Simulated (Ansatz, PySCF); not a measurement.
CN (SMILES [C]#N), doublet (typed; the unrestricted solution is spin-contaminated), at a GFN2-xTB geometry. Base run: MP2/cc-pVTZ (PySCF).

The PySCF input:
```python
from pyscf import gto, scf, mp

mol = gto.Mole()
mol.atom = '''
    C    -0.000000   -0.000000   -0.611549
    N     0.000000    0.000000    0.524185
'''
mol.basis = 'cc-pvtz'
mol.charge = 0
mol.spin = 1
mol.verbose = 3
mol.build()

mf = scf.UHF(mol)
mf.kernel()

pt = mp.MP2(mf)
pt.kernel()
print('E(MP2) = %.10f' % pt.e_tot)
```

The same geometry, method and basis name were run in Ansatz (a first-principles code) and PySCF, at each program's defaults and at the settings that a row names. The base is PySCF at its defaults. Differences at the defaults can come from grids, fitting, cores and function types together.

| code and settings | ΔE vs base (mEh) | basis functions | E (Eh) | SCF cycles | SCF-reference dipole (D) |
|---|---|---|---|---|---|
| PySCF, defaults (exact integrals, spherical functions, all electrons correlated) | 0.000 | 60 | -92.54087 | 17 | 2.21 |
| Ansatz, defaults (factorised integrals, spherical functions, frozen core) | 25.210 | 60 | -92.51566 | - | - |
| PySCF, frozen core | 25.204 | 60 | -92.51567 | 17 | 2.21 |
| Ansatz, high accuracy, frozen core | 25.209 | 60 | -92.51566 | - | - |

Open shells are given as the SCF converged; they aren't shown to be the lowest states, and a large step between rows can be another state.
